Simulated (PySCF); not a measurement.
Compound: C4H5BCl2.
Atom-mapped SMILES: `[CH2:1]=[CH:2]/[CH:3]=[CH:4]\[B:5]([Cl:6])[Cl:7]` (hydrogens: H8, H9 on C1; H10 on C2; H11 on C3; H12 on C4)

Method: PBE0-D3(BJ)/def2-SVP geometry optimisation, gas phase (PySCF).

Question: What internal coordinates does the optimisation give?

Answer: 
| bond | length (pm) |
| --- | --- |
| C1=C2 | 134.3 |
| C2–C3 | 144.9 |
| C3=C4 | 135.9 |
| C4–B5 | 153.7 |
| B5–Cl6, B5–Cl7 | 176.1 |
| C1–H8 | 109.3 |
| C1–H9 | 109.5 |
| C2–H10 | 109.2 |
| C3–H11 | 109.9 |
| C4–H12 | 109.6 |

Bonds in one row agree within 1 pm and their mean is given. A selection of angles:
| angle | degrees |
| --- | --- |
| C2–C1–H8 | 121.5 |
| C2–C1–H9 | 121.3 |
| H8–C1–H9 | 117.2 |
| C1–C2–C3 | 121.7 |
| C1–C2–H10 | 120.0 |
| C3–C2–H10 | 118.4 |
| C2–C3–C4 | 128.9 |
| C2–C3–H11 | 114.0 |
| C4–C3–H11 | 117.1 |
| C3–C4–B5 | 130.9 |
| C3–C4–H12 | 115.1 |
| B5–C4–H12 | 114.0 |
| C4–B5–Cl6 | 118.0 |
| C4–B5–Cl7 | 125.7 |
| Cl6–B5–Cl7 | 116.3 |

Torsions: C1–C2–C3–C4 180° (antiperiplanar); C2–C3–C4–B5 0° (synperiplanar); C3–C4–B5–Cl6 -179° (antiperiplanar).

Of the pairs four or more bonds apart, Cl7···H10 is among the closest relative to their van der Waals radii: 2.56 Å, 87 % of the sum of Bondi's values. The 7 heavy atoms lie in one plane (0.007 Å rms). B5 (three-coordinate boron) is planar (angles 125.7°, 118.0° and 116.3°, sum 360.0°, 0.00 Å off the plane of its three neighbours). The 3 C–C bonds span 1.343 Å (C1=C2, drawn double) to 1.449 Å (C2–C3, drawn single), a spread of 0.106 Å.

Point group: Cs (every atom within 0.08 Å of its image). PBE0-D3(BJ)/def2-SVP frequencies: not computed here. One conformer, not necessarily the lowest.
